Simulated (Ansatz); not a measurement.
A run for Ansatz (a first-principles code): R-wB97X-V/def2-TZVPPD on ClH3Si (SMILES [SiH3]Cl) with ghost functions, monomers drawn apart or pushed together. Files ending in .json are basis or fitting sets from the Basis Set Exchange.

Ansatz 0.2 input:
```yaml
crystal:
  periodic: [false, false, false]
  atoms:
    - {symbol: Si, position_ang: [-0.32709897, -0.84717786, 6.76081011]}
    - {symbol: Cl, position_ang: [0.11437055, 1.15891064, 6.99416439]}
    - {symbol: H, position_ang: [0.80478173, -1.50053332, 6.07713912]}
    - {symbol: H, position_ang: [-1.55798572, -0.96701977, 5.95718871]}
    - {symbol: H, position_ang: [-0.52739199, -1.43309710, 8.10075023]}
basis:
  gaussian:
    orbitals: def2-TZVPPD.json
    ghost_atoms:
      - {symbol: C, position_ang: [0.19900332, 0.13941699, 0.07197742]}
      - {symbol: H, position_ang: [0.34348482, 0.56293121, -0.92090744]}
      - {symbol: H, position_ang: [0.34083633, 0.91552429, 0.82239711]}
      - {symbol: H, position_ang: [-0.81051269, -0.26232780, 0.14999723]}
      - {symbol: H, position_ang: [0.92211117, -0.65928477, 0.23290106]}
hamiltonian:
  xc: {name: wB97X-V}
scf: {lower_state_search: off}
```

The log:

```
Functional definition: wB97X-V
[...]
these checks for a lower state are left out or cut short: stability, starts, cluster_reference, orbital_swaps, neighbouring_geometries, increment
integrals: 0.21 GiB planned
1183 factors; their error is unknown
integrals: 0.24 GiB planned
353 factors; integrals over basis functions are off by at most 3.6e-5 eV
mean field: 1.52 GiB planned
mean field evaluation 1: about -20447.4278 eV, gradient 1.1e1 eV
mean field evaluation 2: about -20447.7061 eV, gradient 6.9e0 eV
mean field evaluation 4: about -20447.7980 eV, gradient 2.3e-1 eV
mean field evaluation 8: about -20447.8295 eV, gradient 3.1e-2 eV
mean field -20447.82953210 eV, -751.4438752679 hartree, gradient 5.6e-6 eV, S^2 0.000000; 0 other end points of the search recorded, 0 dependent functions left out
reference -20447.82952959 eV, -751.4438751757 hartree; 17, 17 occupied and 238, 238 virtual orbitals, 1183 factors
Total energy: -20447.82952959 eV, -751.4438751757 hartree
Checks for a lower state left out: stability, starts, cluster_reference, orbital_swaps, neighbouring_geometries, increment
```

The calculation finished and met its thresholds.

Cost: roughly 7 core-seconds.
